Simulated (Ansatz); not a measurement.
`C=NBF` + HBr → `FBBr` + `C=N` at 600 K and 1 bar (ligand exchange at a B–N bond).

Program: Ansatz. Geometries: PBE0-D4/def2-TZVP. ΔE: electronic, gas phase. CCSD(T)/CBS adds triple-zeta CCSD(T) − MP2 to the extrapolated MP2 energy (def2 sets, frozen cores). This one scheme is used for every species. For Br outer-core shells are correlated without core-valence functions, which leaves a few kJ/mol of doubt a bond. Scalar relativity is left out up to krypton. One conformer a species, not always the lowest.

```
species  CCSD(T)/CBS energy (Eh)  H − E (kJ/mol)  S (J/(mol·K))
`C=NBF`               -219.19469           161.3          349.4
    HBr              -2573.91920            33.5          219.1
 `FBBr`              -2698.59010            70.1          312.6
  `C=N`                -94.52360           129.6          259.4
```

H − E and S are ideal-gas, rigid-rotor, harmonic terms from PBE0-D4/def2-TZVP, for one conformer and one mirror image of each species. 1 Eh = 2625.50 kJ/mol, R = 8.31446 J/(mol·K).

Problem. By hand: ΔE, ΔH, ΔS and ΔG.

Solution. ΔE = (-2698.59010) + (-94.52360) − (-219.19469) − (-2573.91920) = 0.00019 Eh = 0.5 kJ/mol. Δ(H − E) = 70.1 + 129.6 − 161.3 − 33.5 = 4.9, so ΔH = 5.4 kJ/mol. ΔS = 312.6 + 259.4 − 349.4 − 219.1 = 3.5 J/(mol·K). ΔG = 5.4 − 600 × (3.5)/1000 = 3.3 kJ/mol.

Problem. By hand: the equilibrium constant, and the temperature at which ΔG would vanish if ΔH and ΔS stayed fixed.

Solution. log₁₀ K = −ΔG/(RT ln 10) = -0.3. ΔG = 0 at ΔH/ΔS = 1543 K, though so small a ΔH makes that figure unsure.

TΔS isn't small against ΔH here. The sign of ΔG lies within the doubt. A doubt of 5 kJ/mol in ΔE shifts log₁₀ K by 0.4 here. Other conformers and mirror images would add mixing entropy, several J/(mol·K) or more a flexible species. These are equilibria of isolated gas molecules and say nothing of rates. Largest T1 diagnostic: 0.014 (customary marks: 0.02 for closed shells, 0.045 for open ones).
